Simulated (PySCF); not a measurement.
**How methods differ on the excitation energy of In⁺**

In⁺ [Kr] 4d10 5s2 (1S) → In⁺ [Kr] 4d9 5s2 5p1 (high-spin determinant), as a difference of total energies. Computed with PySCF 2.14 in x2c-TZVPPall, with the spin-free X2C one-electron Hamiltonian (Gaussian nucleus). Correlated levels: valence and next inner shell: [Ar] 3d10 frozen. The calculations carry no spin-orbit coupling.

| method | excitation energy (eV) |
| --- | --- |
| UHF | 18.165 |
| LDA | 19.298 |
| PBE | 19.083 |
| PBE0 | 19.026 |
| r2SCAN | 19.107 |
| M06-L | 19.479 |
| wB97M-V | 18.978 |
| CAM-B3LYP | 18.891 |
| MP2 (valence and next inner shell) | 19.160 |
| SCS-MP2 (valence and next inner shell) | 19.049 |

Problem. How much does correlation contribute at MP2 (valence and next inner shell)?

Solution. 19.160 − (18.165) = 0.995 eV, measured against UHF.

A first-order spin-orbit estimate (lowest level to lowest level, LS coupling) adds -0.174 eV.

The upper state lies above the first ionisation limit, where it may autoionise and the basis confines it.

The basis was made for the ground configuration and has no added diffuse functions, so the excitation energy can come out too high.

The determinant of the upper state mixes LS terms, which raises its energy above the lowest term, most at the Hartree-Fock and MP2 levels.
